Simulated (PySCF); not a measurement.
# Computed vibrations of [La(NH2)2]+

[La(NH2)2]+ (singlet). PySCF 2.14.0, RKS PBE0, La def2-SVP with ECP46, N def2-SVP, H def2-SVP; non-relativistic Hamiltonian with scalar-relativistic core potentials where named; density fitting; no spin-orbit coupling. Central differences of gradients.

```xyz
7

La    0.0000    0.0000   -0.2539
N     1.8062    0.0000    1.0404
H     2.2024   -0.8121    1.5217
H     2.2024    0.8121    1.5217
N    -1.8062    0.0000    1.0404
H    -2.2024    0.8121    1.5217
H    -2.2024   -0.8121    1.5217
```

Run from Python with OMP_NUM_THREADS=2. Where DIIS fails, smearing, a level shift and second-order steps follow.
It took 82 s on 2 threads of Intel(R) Xeon(R) Processor @ 2.50GHz (Skylake/Cascade Lake), on a shared host.

(1) What are the harmonic wavenumbers and infrared intensities?

(2) Is this a minimum?

Answers

(1) Modes are labelled in C2v; negative numbers are unstable modes, those under 60 cm⁻¹ near the noise; a finer grid moves soft modes by up to 10 cm⁻¹.
| cm⁻¹ | km/mol | symmetry |
| --- | --- | --- |
| -421 | – | b2 |
| -394 | – | a2 |
| 142 | 0.3 | a1 |
| 318 | 0.0 | a2 |
| 346 | 64.0 | b2 |
| 494 | 229.8 | b1 |
| 559 | 207.9 | b1 |
| 560 | 189.2 | a1 |
| 589 | 96.3 | a1 |
| 1499 | 17.9 | b1 |
| 1499 | 43.4 | a1 |
| 3507 | 107.2 | b1 |
| 3509 | 68.1 | a1 |
| 3586 | 61.8 | b2 |
| 3586 | 0.0 | a2 |

(2) No: 2 unstable; the lowest moves the atoms so:
```
La   0.00  0.01  0.00
N    0.00 -0.04  0.00
H   -0.30  0.04  0.39
H    0.30  0.04 -0.39
N    0.00 -0.04  0.00
H   -0.30  0.04 -0.39
H    0.30  0.04  0.39
```
